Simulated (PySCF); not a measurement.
**Low-lying terms of V²¹⁺ (vanadium, charge +21)**

Ground state 1s2, ¹S. All numbers are calculated (PySCF 2.14, scalar relativity by spin-free X2C-1e, in an even-tempered Gaussian basis (18 s from 1.28 bohr⁻², ratio 2.5; 9 p from 1.57 bohr⁻², ratio 2.7; 7 d from 1.75 bohr⁻², ratio 2.7; 3 f from 140 bohr⁻², ratio 2.7)). Vertical excitation energies in eV without spin-orbit coupling; excited terms of each kind are numbered among those the solver found. Frozen: nothing.

```json
{"term": "1 3S", "leading excitation": "1s → s", "EOM-EE-CCSD": "5158.1"}
{"term": "1 1S", "leading excitation": "1s → s", "EOM-EE-CCSD": "5184.9"}
{"term": "1 3P°", "leading excitation": "1s → p", "EOM-EE-CCSD": "5189.5"}
{"term": "1 1P°", "leading excitation": "1s → p", "EOM-EE-CCSD": "5208.7"}
{"term": "2 3S", "leading excitation": "1s → s", "EOM-EE-CCSD": "6108.8"}
{"term": "2 1S", "leading excitation": "1s → s", "EOM-EE-CCSD": "6115.9"}
{"term": "2 3P°", "leading excitation": "1s → p", "EOM-EE-CCSD": "6117.9"}
{"term": "2 1P°", "leading excitation": "1s → p", "EOM-EE-CCSD": "6123.1"}
{"term": "1 3D", "leading excitation": "1s → d", "EOM-EE-CCSD": "6123.2"}
{"term": "1 1D", "leading excitation": "1s → d", "EOM-EE-CCSD": "6123.4"}
{"term": "2 3D", "leading excitation": "1s → d", "EOM-EE-CCSD": "6445.0"}
{"term": "2 1D", "leading excitation": "1s → d", "EOM-EE-CCSD": "6445.1"}
```

Only the lower part of the computed list is shown. Doubly excited terms such as np² are absent. The solver can miss terms. The 11 highest virtual orbitals were dropped.
